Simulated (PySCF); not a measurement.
These compounds are isomers of formula C7H13OPSi.

A. SMILES C(C)(C)(C)C1=C([SiH3])P=CO1
B. `InChI=1S/C7H13OPSi/c1-6-8-7(5-9-6)10(2,3)4/h5H,1-4H3`
C. SMILES C[C@H]1C=C[P@](=O)(C[SiH3])C=C1

Spectrum 1. ¹H NMR (500 MHz, computed): δ 6.65 (m, 2H), 6.59 (m, 2H), 4.11 (m, 3H), 2.43 (m, 1H), 1.35 (d, 3H), 0.99 (m, 2H). ¹³C{¹H} NMR (computed): δ 154.9 (CH), 138.9 (CH), 36.6 (CH), 22.6 (CH3), 15.5 (CH2).

Spectrum 2. ¹H NMR (500 MHz, computed): δ 7.42 (m, 1H), 2.84 (m, 3H), 0.28 (s, 9H). ¹³C{¹H} NMR (computed): δ 207.9 (C), 171.8 (C), 140.7 (CH), 21.5 (CH3), -0.6 (CH3).

Spectrum 3. ¹H NMR (500 MHz, computed): δ 8.86 (m, 1H), 4.81 (m, 3H), 1.49 (s, 9H). ¹³C{¹H} NMR (computed): δ 186.0 (CH), 181.6 (C), 120.8 (C), 38.8 (C), 31.6 (CH3).

PySCF calculation with shielding tensors at PBE0/pcSseg-1 (GIAO) and GFN2-xTB geometry; no solvent, one conformer, non-relativistic, fast rotation and ring inversion assumed for equivalent nuclei.

Chemical shifts δ = σref − σ; ¹H (31.72 ppm), ¹³C (186.93 ppm) vs TMS, all at this level. Splittings of carbon signals by F and P are missing where no couplings were computed. Where no couplings were computed, multiplicities follow the n + 1 count of equivalent neighbours, and m marks all less simple cases (inequivalent or close neighbours, rings, F or P nearby). Shifts are as computed. Against solution values, carbons near 30 ppm lie about +3 ppm off and those near 130 ppm about +5 ppm. Of 1211 compounds with measured shifts, 218 miss one by over three times the rms of a fit or turn the order of signals round; such compounds aren't used in these exercises.

Question: Match each spectrum to its structure.

Answer: 1–C, 2–B, 3–A.

- Spectrum 1 (C): 5 ¹³C signals; δC 154.9 is an alkene CH; δC 138.9 is an alkene CH.
- Spectrum 2 (B): 5 ¹³C signals; δC 21.5 is a methyl carbon on an aromatic ring; δC -0.6 is a methyl carbon bonded to Si.
- Spectrum 3 (A): 5 ¹³C signals; δC 38.8 is a quaternary sp3 carbon on an aromatic ring; δC 31.6 is a methyl carbon.
